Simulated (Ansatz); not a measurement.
Input file for Ansatz (a first-principles code): R-wB97X-V/def2-TZVPPD on C2H6F2 (a complex), monomers drawn apart or pushed together. Files ending in .json are basis or fitting sets from the Basis Set Exchange.

Ansatz 0.2 input:
```yaml
crystal:
  periodic: [false, false, false]
  atoms:
    - {symbol: C, position_ang: [-0.02521954, -0.03456342, -0.24427788]}
    - {symbol: H, position_ang: [0.30674190, 0.85721560, 0.28550750]}
    - {symbol: H, position_ang: [-1.10735104, -0.00543579, -0.37181517]}
    - {symbol: H, position_ang: [0.44892211, -0.07179702, -1.22398833]}
    - {symbol: H, position_ang: [0.25411508, -0.91839595, 0.32751309]}
    - {symbol: F, position_ang: [0.31036947, 1.15050288, 3.60492335]}
    - {symbol: C, position_ang: [-0.50264409, 0.06663176, 3.74698262]}
    - {symbol: F, position_ang: [0.25753925, -1.05977836, 3.65028460]}
    - {symbol: H, position_ang: [-1.23070285, 0.06736943, 2.93521476]}
    - {symbol: H, position_ang: [-0.95538970, 0.09779946, 4.73934861]}
basis:
  gaussian:
    orbitals: def2-TZVPPD.json
hamiltonian:
  xc: {name: wB97X-V}
scf: {lower_state_search: off}
```

It printed:

```
WARN ansatz: RAYON_NUM_THREADS=1 ignored (pool sized by the plan → 1); use --threads N
Functional definition: wB97X-V
these checks for a lower state are left out or cut short: stability, starts, cluster_reference, orbital_swaps, neighbouring_geometries, increment
integrals: 0.19 GiB planned
1096 factors; their error is unknown
integrals: 0.22 GiB planned
354 factors; integrals over basis functions are off by at most 2.3e-5 eV
mean field: 1.65 GiB planned
mean field evaluation 1: about -7603.2289 eV, gradient 4.3e1 eV
mean field evaluation 2: about -7604.4148 eV, gradient 3.8e1 eV
mean field evaluation 4: about -7606.4909 eV, gradient 1.4e0 eV
mean field evaluation 8: about -7606.4907 eV, gradient 5.8e-1 eV
mean field evaluation 16: about -7606.4910 eV, gradient 1.3e-5 eV
mean field -7606.49103479 eV, -279.5333896639 hartree, gradient 3.0e-6 eV, S^2 0.000000; 0 other end points of the search recorded, 0 dependent functions left out
reference -7606.49103215 eV, -279.5333895666 hartree; 18, 18 occupied and 238, 238 virtual orbitals, 1096 factors
Total energy: -7606.49103215 eV, -279.5333895666 hartree
Checks for a lower state left out: stability, starts, cluster_reference, orbital_swaps, neighbouring_geometries, increment
```

The run converged.

Cost: about 9 core-seconds (a rough figure).
